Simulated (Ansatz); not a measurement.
Program: Ansatz. Geometries: PBE0-D4/def2-TZVP. ΔE: electronic, gas phase. CCSD(T)/CBS is the MP2 limit (def2-TZVPP, def2-QZVPP) plus CCSD(T) − MP2 in def2-TZVPP, frozen cores. DFT in def2-TZVPP. One conformer a species, not always the lowest.

`O[SiH]1[SiH2]CS1` + `N[SiH2][SiH2]N` → `C1[SiH2][SiH2]S1` + `N[SiH2][SiH](N)O`  (redistribution)

`O[SiH]1[SiH2]CS1`:

Z-matrix (Å, degrees):
```
Si
Si 1 2.328
O 1 1.644 2 122.4
S 1 2.158 2 80.0 3 -113.1
H 1 1.483 2 121.3 3 134.1
C 2 1.901 1 84.4 3 125.7
H 2 1.491 1 111.4 3 16.4
H 2 1.490 1 125.0 3 -116.7
H 3 0.960 1 116.3 2 -43.4
H 6 1.091 2 114.6 1 -132.3
H 6 1.090 2 113.3 1 102.2
```

`N[SiH2][SiH2]N`:

```xyz
12

N    -1.429   -0.993    0.648
Si    0.261   -0.920    1.009
Si    1.084    0.774   -0.397
N    -0.255    1.176   -1.415
H    -1.925   -0.121    0.552
H    -2.011   -1.691    1.086
H     0.610   -0.638    2.438
H     0.850   -2.253    0.702
H     2.325    0.320   -1.102
H     1.470    2.002    0.353
H    -0.801    0.416   -1.792
H    -0.178    1.928   -2.082
```

`C1[SiH2][SiH2]S1`:

```xyz
10

C     1.133    0.674   -0.468
Si   -0.471   -0.201   -0.984
Si   -0.736   -0.569    1.291
S     0.773    0.977    1.313
H     2.020    0.047   -0.564
H     1.321    1.627   -0.965
H    -1.456    0.788   -1.498
H    -0.326   -1.295   -1.985
H    -0.275   -1.867    1.860
H    -1.983   -0.181    2.000
```

`N[SiH2][SiH](N)O`:

Cartesian coordinates in Å:
```
N -1.845 0.747 0.160
Si -0.403 0.762 1.135
Si 1.242 -0.396 -0.090
N 0.635 -0.262 -1.683
O 1.495 -1.962 0.383
H -2.265 -0.144 -0.059
H -2.568 1.418 0.374
H -0.037 2.197 1.297
H -0.571 0.206 2.515
H 2.603 0.179 0.073
H 1.169 -0.430 -2.519
H -0.215 0.254 -1.848
H 0.762 -2.567 0.261
```

Question: Is it downhill or uphill in electronic energy at CCSD(T)/CBS, and by how much? (An estimate is asked.)

Answer: The calculation gave: Downhill: ΔE = -4.3 kJ/mol.

Question: What do these levels give: PBE-D4, B2PLYP, PBE, HF/def2-TZVPP, HF/def2-QZVPP, HF/CBS(def2)? (Best estimate.)

Answer: The calculation gave: PBE-D4 -2.6, B2PLYP -3.1, PBE -2.5, HF/def2-TZVPP -3.2, HF/def2-QZVPP -3.4, HF/CBS(def2) -3.4 kJ/mol.

Largest T1 diagnostic among the species: 0.013.
